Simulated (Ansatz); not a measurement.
Coupled-cluster diagnostics for WNCl3, Ansatz.

Geometry of the singlet (PBE0-D4/def2-SVP):

Cartesian coordinates in Å:
```
W 0.006 -0.003 -0.002
N 1.394 -0.790 -0.428
Cl -1.088 0.308 -1.960
Cl 0.722 1.913 0.971
Cl -1.034 -1.427 1.420
```

In the def2 sets W takes a core potential; there is no spin–orbit coupling. Correlated methods freeze 16 core orbitals; core or outer-core shells of W are correlated, in sets that lack core-valence functions.

Estimate the CCSD(T) correlation energy, the shares of MP2 and (T), T1 and the reference's ⟨S²⟩ for: charge 0, singlet, own geometry in def2-TZVP; and the rough time on 4 threads of Arm Neoverse V2 on a shared host.


```tsv
state	basis	correlation (eV)	MP2 share (%)	(T) share (%)	T1	⟨S²⟩ (pure)	wall time	remarks
charge 0, singlet, own geometry	def2-TZVP	-33.941	97.3	5.5	0.018	0.00 (0.00)	79 s	restricted SCF unstable
```
Customary marks for T1 are 0.02 (closed shells), 0.045 (open shells) and about 0.05 (3d metals). T1 stays under 0.02 throughout.
